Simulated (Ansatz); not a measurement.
CH7BGeOSi (`B[SiH]([GeH3])C=O`), relaxed with RKS PBE-D4/def2-SVP in Ansatz from a rough embedded geometry. The force threshold is 0.03 eV/Å; the program also tests the step.

The species carries charge 0 and has multiplicity 1.

Start:

```xyz
12

B     0.645    1.721   -0.590
Si   -0.418    0.153   -0.473
Ge   -0.447   -0.509    1.711
C     0.315   -1.212   -1.431
O     0.384   -1.080   -2.712
H     0.408    2.732   -0.045
H     1.641    1.733   -1.307
H    -1.761    0.444   -0.879
H    -1.045    0.677    2.629
H     0.987   -0.797    2.218
H    -1.336   -1.758    1.887
H     0.627   -2.104   -1.010
```

Problem. By how much does the energy fall, and how many steps does the optimiser take? (An estimate is asked.)

Solution. The calculation gave: 0.93 eV, in 31 steps, 4 of them rejected.

Problem. Which bonds change most? (Best estimate.)

Solution. Computed: Si2–Ge3 from 2.282 to 2.423 Å; Si2–C4 from 1.822 to 1.952 Å; C4–H12 from 1.035 to 1.139 Å; B1–Si2 from 1.898 to 1.977 Å.

Problem. Give the relaxed structure. (Estimate.)

Solution. Ansatz gave: 
```xyz
12

B     0.721    1.831   -0.462
Si   -0.496    0.282   -0.636
Ge   -0.458   -0.492    1.659
C     0.272   -1.253   -1.566
O    -0.363   -1.981   -2.302
H     0.310    2.971   -0.372
H     1.918    1.632   -0.367
H    -1.929    0.477   -1.048
H    -0.851    0.635    2.648
H     0.966   -0.998    2.009
H    -1.466   -1.664    1.800
H     1.376   -1.441   -1.363
```
